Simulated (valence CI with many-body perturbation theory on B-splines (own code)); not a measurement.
The numbers below are computed, except where a source is named.
# Sensitivity of CI+MBPT for Pm XLI

Method: configuration interaction combined with many-body perturbation theory (CI+MBPT): three valence electrons over a frozen Dirac-Fock core [Ar], radial functions for each j: 6 s, 6 p, 5 d, 5 f, 1 g, with the one-electron correlation potential Σ1, the two-electron term Σ2, the three-electron term Σ3, Breit, model QED; selected CI, second order for the rest, scaled by the run's own slope (own B-spline code, finite nucleus).

No measured spectrum was set against this ion. As an estimate, large intervals hold to a few tenths of a per cent, small ones and those within an open d or f shell to about a per cent. Only levels of the ground parity were solved; by the run's estimate the other parity begins above the list, which can be wrong where configurations are misplaced.

The reference run has the lowest level (3d3/2^3) J=3/2 and an ionisation energy of 2998.23 eV. Its largest variational space holds 2233 state functions.

Levels are named by their leading jj configuration (3d3/2^4 stands for four electrons in 3d with j = 3/2), which in mixed levels can hold well under half, so a name can repeat and another be missing. Letters in brackets count levels of one name in rising energy.

Changed runs:
A. highest l with Σ1, explicit Σ2 and valence Breit (higher l get mean screening factors) 3 → 2
B. scale of Σ2 1 → 0.5
C. factor on the speed of light 1 → 10; QED terms on → off
D. highest l in the core sums 6 → 1 (bad on purpose)

Excitation energies of the reference run in cm⁻¹, and shifts in cm⁻¹:

```csv
Level,Reference,A,B,C,D
(3d3/2^2 3d5/2) J=5/2 [a],184472,-114,-1360,-183683,+159
(3d3/2^2 3d5/2) J=3/2,229846,-60,+613,-144291,+1425
(3d3/2^2 3d5/2) J=7/2,243125,+60,-866,-241251,+1789
(3d3/2^2 3d5/2) J=9/2,251653,+222,-1171,,+2909
(3d3/2^2 3d5/2) J=1/2,260634,-61,+1486,-175501,+2135
(3d3/2^2 3d5/2) J=5/2 [b],383893,+169,+1816,-297466,+631
(3d3/2 3d5/2^2) J=7/2 [a],429936,+56,-1723,,+308
(3d3/2 3d5/2^2) J=9/2,453400,+105,-2029,,+1239
(3d3/2 3d5/2^2) J=3/2 [a],486131,+52,+288,,-871
(3d3/2 3d5/2^2) J=1/2,503602,+22,+1091,-382147,+646
(3d3/2 3d5/2^2) J=11/2,517058,+414,-1826,-386529,+3594
(3d3/2 3d5/2^2) J=5/2 [a],529515,+207,+1756,-398137,+3146
Ionisation energy (eV),2998.23,-0.034,-2.86,-10.65,-1.43
```

A blank means that the level has no clear partner in that run.
